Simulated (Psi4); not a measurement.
propyl chloride (C$_{3}$H$_{7}$Cl), singlet, geometry from GFN2-xTB. Base run: CAM-B3LYP/STO-3G run with Psi4 1.11.

Geometry (Å):
```xyz
11

C      0.8956    -0.6269     0.0089
C      2.3625    -0.2112     0.0283
C     -0.0084     0.5943     0.0018
H      0.6724    -1.2360     0.8868
H      0.6941    -1.2303    -0.8780
H      3.0011    -1.0903     0.0333
Cl    -1.7261     0.1088    -0.0208
H      2.6037     0.3846    -0.8490
H      2.5821     0.3789     0.9151
H      0.1355     1.2000     0.8968
H      0.1574     1.2058    -0.8854
```
All else is at Psi4's defaults (density fitting; Cartesian or spherical functions as each basis is defined).

Each row names what was changed in the base input (with any setting that the change needs).

| change | basis functions | E (Eh) | dipole (D) | core-seconds (rough) |
|---|---|---|---|---|
| base | 31 | -572.22579 | 2.37 | 9 |
| basis = 3-21G | 54 | -575.81036 | 2.52 | 8 |
| basis = 6-31G* | 78 | -578.65835 | 2.27 | 10 |
| basis = 6-31G** | 99 | -578.66766 | 2.27 | 10 |
| basis = cc-pV(D+d)Z | 100 | -578.68078 | 2.09 | 20 |
| basis = 6-311G** | 122 | -578.72186 | 2.33 | 20 |
| basis = 6-311+G(2d,p) | 158 | -578.72777 | 2.23 | 20 |
| basis = aug-pcseg-1 | 159 | -578.64475 | 2.25 | 20 |
| basis = aug-cc-pVDZ | 159 | -578.69213 | 2.25 | 30 |
| basis = def2-TZVP | 172 | -578.73672 | 2.14 | 20 |
| basis = def2-TZVPD | 220 | -578.73828 | 2.21 | 50 |
| basis = pcseg-2 | 222 | -578.75003 | 2.21 | 50 |
| basis = cc-pVTZ | 222 | -578.74286 | 2.17 | 60 |

Totals compare only among sets that treat the same electrons; sets with core potentials leave the core out.
